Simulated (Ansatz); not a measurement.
Ga12N12 (started as a model of: (GaN)12 cage of four- and six-membered rings), relaxed as a singlet with RKS PBE-D4/def2-SVP in Ansatz, starting from the GFN2-xTB geometry. Force threshold 0.03 eV/Å.

Single mean-field runs in def2-SVP are fitted with def2-universal-jkfit. Another isomer (singlet) lies 4.21 eV lower at PBE0-D4/def2-TZVP; other spin states weren't run for this one.

Start:

Cartesian coordinates in Å:
```
Ga 0.997 -3.641 -1.788
Ga 1.370 -1.707 -3.557
Ga -1.084 -2.061 -1.909
Ga 0.223 -1.798 0.688
Ga 2.492 -1.119 -1.269
Ga 0.264 0.697 -1.790
Ga -1.922 0.193 0.165
Ga -0.600 0.288 2.936
Ga 1.434 0.909 0.935
Ga -0.806 2.891 0.241
Ga 0.065 2.813 3.087
Ga -2.433 2.534 2.259
N 2.629 -2.745 -2.266
N -0.139 -2.882 -3.356
N -0.309 -3.155 -0.460
N 1.861 -0.857 0.463
N 1.711 -0.013 -2.708
N -1.370 -0.253 -1.573
N -1.138 -0.840 1.556
N 1.117 1.240 2.733
N 0.646 1.951 -0.447
N -2.519 1.929 0.433
N -1.565 1.716 3.767
N -0.924 3.909 1.857
```

```
step   energy (eV)  largest force component (eV/Å)  SCF passes
   1  -646218.3453                           0.781          30
   2  -646218.5263                           0.283          24
   3  -646218.5563                           0.079          24
   4  -646218.5580                           0.011          23
```

Force components are those of the run's own axes.

End:

```xyz
24

Ga    1.000   -3.639   -1.839
Ga    1.388   -1.755   -3.553
Ga   -1.062   -2.071   -1.955
Ga    0.241   -1.816    0.661
Ga    2.495   -1.168   -1.283
Ga    0.268    0.666   -1.810
Ga   -1.925    0.215    0.195
Ga   -0.639    0.319    2.954
Ga    1.416    0.935    0.955
Ga   -0.794    2.920    0.283
Ga    0.020    2.822    3.108
Ga   -2.408    2.572    2.283
N     2.625   -2.765   -2.316
N    -0.108   -2.922   -3.369
N    -0.295   -3.183   -0.506
N     1.889   -0.838    0.461
N     1.730   -0.059   -2.735
N    -1.399   -0.267   -1.566
N    -1.121   -0.859    1.577
N     1.088    1.271    2.770
N     0.632    1.965   -0.472
N    -2.523    1.971    0.470
N    -1.561    1.765    3.788
N    -0.956    3.923    1.896
```

By distances, no bond broke or formed. The bond that changes most is Ga2–N13, from 2.08 to 2.02 Å (atoms count from 1).

No frequencies were taken in this run, so the end may be a saddle point.

It took 33 s on 4 threads of AMD EPYC 7R13 on a shared host and a share (37 GiB) of an NVIDIA H100 80GB HBM3, peak host memory 1.2 GiB.
